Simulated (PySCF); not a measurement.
Basis-set dependence of LiCd at CCSD

PySCF, UHF reference; doublet, unpaired electrons σ ↑; De to Li + Cd without counterpoise correction. Frozen cores follow the default of each basis and core potential.

```json
{"basis": "def2-SVP", "relativity": "scalar-relativistic core potentials", "functions": "40", "Re (Å)": "3.427", "ωe (cm⁻¹)": "66.2", "De (eV)": "0.04", "frozen orbitals": "0"}
{"basis": "def2-SVPD", "relativity": "scalar-relativistic core potentials", "functions": "46", "Re (Å)": "3.294", "ωe (cm⁻¹)": "91.8", "De (eV)": "0.06", "frozen orbitals": "0"}
{"basis": "def2-TZVP", "relativity": "scalar-relativistic core potentials", "functions": "54", "Re (Å)": "3.464", "ωe (cm⁻¹)": "55.9", "De (eV)": "0.03", "frozen orbitals": "0"}
```

(1) How does each smaller set differ from the one with most functions, def2-TZVP?

Correlated steps freeze no core orbitals. The bond is weak. Basis-set superposition, not corrected here, can be much of De in a small basis, most of all at correlated wavefunction levels. Spin–orbit coupling is left out. The state is the lowest determinant that a PBE0 search found; another state may lie lower at other levels.

Answers

(1) def2-SVP: -3.7 pm, +18.4 % in ωe, +0.01 eV in De; def2-SVPD: -17.0 pm, +64.2 % in ωe, +0.03 eV in De. All at CCSD; the set with most functions is neither the basis-set limit nor always the best.
